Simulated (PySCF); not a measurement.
sulfur dioxide (O2S), singlet, geometry from GFN2-xTB; PySCF with PBE0/6-31G**.

Input for PySCF:
```python
from pyscf import gto, scf, dft

mol = gto.Mole()
mol.atom = '''
    S     0.013936   -0.004006    0.377829
    O    -0.033217    1.222429   -0.364198
    O     0.005345   -1.214416   -0.391460
'''
mol.basis = '6-31g**'
mol.charge = 0
mol.spin = 0
mol.verbose = 4
mol.build()

mf = dft.RKS(mol)
mf.xc = 'pbe0'
mf.grids.atom_grid = (150, 974)
mf.kernel()
```

The log (banner, timings and long lists left out):

```
PySCF version 2.14.0

[INPUT] verbose = 4
[INPUT] num. atoms = 3
[INPUT] num. electrons = 32
[INPUT] charge = 0
[INPUT] spin (= nelec alpha-beta = 2S) = 0
[INPUT] symmetry False subgroup None
[INPUT] Mole.unit = angstrom
[INPUT] Symbol           X                Y                Z      unit          X                Y                Z       unit  Magmom
[INPUT]  1 S      0.013936000000  -0.004006000000   0.377829000000 AA    0.026335223272  -0.007570242855   0.713993331918 Bohr   0.0
[INPUT]  2 O     -0.033217000000   1.222429000000  -0.364198000000 AA   -0.062771032680   2.310056016726  -0.688234475114 Bohr   0.0
[INPUT]  3 O      0.005345000000  -1.214416000000  -0.391460000000 AA    0.010100586136  -2.294913641290  -0.739752188722 Bohr   0.0

nuclear repulsion = 108.350867556858
number of shells = 20
number of NR pGTOs = 105
number of NR cGTOs = 46
basis = 6-31g**
ecp = {}

******** <class 'pyscf.dft.rks.RKS'> ********
method = RKS
initial guess = minao
damping factor = 0
level_shift factor = 0
DIIS = <class 'pyscf.scf.diis.CDIIS'>
diis_start_cycle = 1
diis_space = 8
diis_damp = 0
SCF conv_tol = 1e-09
SCF conv_tol_grad = None
SCF max_cycles = 50
direct_scf = True
direct_scf_tol = 1e-13
XC library pyscf.dft.libxc version 7.1.2
    S. Lehtola, C. Steigemann, M. J. T. Oliveira, and M. A. L. Marques,  SoftwareX 7, 1–5 (2018)
XC functionals = pbe0
    C. Adamo and V. Barone,  J. Chem. Phys. 110, 6158 (1999)
    M. Ernzerhof and G. E. Scuseria,  J. Chem. Phys. 110, 5029 (1999)
radial grids:
    Treutler-Ahlrichs [JCP 102, 346 (1995); DOI:10.1063/1.469408] (M4) radial grids

becke partition: Becke, JCP 88, 2547 (1988); DOI:10.1063/1.454033
pruning grids: <function nwchem_prune>
grids dens level: 3
symmetrized grids: False
atomic radii adjust function: <function treutler_atomic_radii_adjust>
User specified grid scheme (150, 974)
small_rho_cutoff = 0
Set gradient conv threshold to 3.16228e-05
Initial guess from minao.
tot grids = 228544
init E= -548.969695694921
  HOMO = -0.353835442176254  LUMO = -0.168725562774868  gap/eV = 5.03710
cycle= 1 E= -548.084857497283  delta_E= 0.885  |g|= 0.965  |ddm|= 2.56
  HOMO = -0.239268700343157  LUMO = -0.0814912290012404  gap/eV = 4.29334
cycle= 2 E= -547.629062701403  delta_E= 0.456  |g|= 1.79  |ddm|= 2.04
  HOMO = -0.3377996470284  LUMO = -0.117515718260349  gap/eV = 5.99423
cycle= 3 E= -548.273494551282  delta_E= -0.644  |g|= 0.0338  |ddm|=  1.4
  HOMO = -0.343675712117431  LUMO = -0.118896574001532  gap/eV = 6.11655
cycle= 4 E= -548.273772502315  delta_E= -0.000278  |g|= 0.0147  |ddm|= 0.0653
  HOMO = -0.342458376588946  LUMO = -0.117049872242932  gap/eV = 6.13368
cycle= 5 E= -548.273826100195  delta_E= -5.36e-05  |g|= 0.0015  |ddm|= 0.0165
  HOMO = -0.342427111564911  LUMO = -0.116939100104283  gap/eV = 6.13584
cycle= 6 E= -548.273826692694  delta_E= -5.92e-07  |g|= 0.000171  |ddm|= 0.00192
  HOMO = -0.342475120151543  LUMO = -0.116979585805039  gap/eV = 6.13605
cycle= 7 E= -548.273826702027  delta_E= -9.33e-09  |g|= 8.87e-05  |ddm|= 0.000348
  HOMO = -0.342468574843846  LUMO = -0.116973198013683  gap/eV = 6.13604
cycle= 8 E= -548.273826701929  delta_E= 9.77e-11  |g|= 9.23e-05  |ddm|= 0.000126
  HOMO = -0.342465691474924  LUMO = -0.116970503198703  gap/eV = 6.13604
cycle= 9 E= -548.273826703657  delta_E= -1.73e-09  |g|= 8.25e-06  |ddm|= 7.02e-05
  HOMO = -0.342466663423281  LUMO = -0.116971667015674  gap/eV = 6.13603
cycle= 10 E= -548.273826703673  delta_E= -1.6e-11  |g|= 4.7e-07  |ddm|= 8.91e-06
  HOMO = -0.342466504189278  LUMO = -0.116971461067099  gap/eV = 6.13603
Extra cycle  E= -548.273826703673  delta_E= -4.55e-13  |g|= 4.56e-07  |ddm|= 1e-06
converged SCF energy = -548.273826703673
```
